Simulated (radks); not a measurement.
Polarisability of the strontium ion Sr2+, [Kr], at imaginary frequency. Calculated with a radial shooting solver on a logarithmic mesh with Libxc functionals: non-relativistic Kohn-Sham, LB94 model potential, spin-polarised, spherical densities, point nucleus; relativity is left out, which matters for an element this heavy. Response by self-consistent Sternheimer equations with the Hartree and adiabatic LDA kernel.

w (hartree)  alpha1(iw) (bohr^3)  alpha2(iw) (bohr^5)
0.00266                    6.024                18.58
0.0143                     6.023                18.58
0.0360                     6.017                18.57
0.0697                     5.997                18.53
0.118                      5.949                18.44
0.186                      5.841                18.23
0.280                      5.625                17.81
0.413                      5.225                16.99
0.605                      4.551                15.51
0.892                      3.569                13.09
1.35                       2.406                9.679
2.12                       1.347                5.849
3.59                      0.6207                2.678
6.94                      0.2347               0.8509
17.5                     0.05968               0.1532

Static values: alpha1 = 6.024 bohr^3 (0.8926 angstrom^3; uncoupled 9.585), alpha2 = 18.58 bohr^5, alpha3 = 117.7 bohr^7. C6 = 30.10, C8 = 521.0, triple-dipole C9 = 132.7 atomic units. One-pole (London) frequency 4 C6 / (3 alpha1^2) = 1.106 hartree, against 1.584 for minus the highest occupied eigenvalue.
